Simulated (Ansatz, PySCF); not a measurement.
This singlet lies 1.71 eV below the relaxed triplet at the level frozen-core CCSD(T)/aug-cc-pVTZ // PBE0-D3(BJ)/def2-TZVPD (Ansatz, an electronic-structure program).

Cartesian coordinates (Å):
SMILES: [Cl][Al-][SH]
```xyz
4

S     -1.4242     0.5087     0.0803
Al     0.8315     1.1852     0.1135
Cl     1.7703    -0.8900    -0.1277
H     -1.1776    -0.8039    -0.0662
```
Charge -1, spin multiplicity 1.

Q: Predict the total energy and HOMO from PBE0-D3(BJ)/def2-TZVPD in PySCF.

A: 
```json
{
 "total_energy": "-1101.2087 Ha",
 "HOMO": "-0.80 eV"
}
```
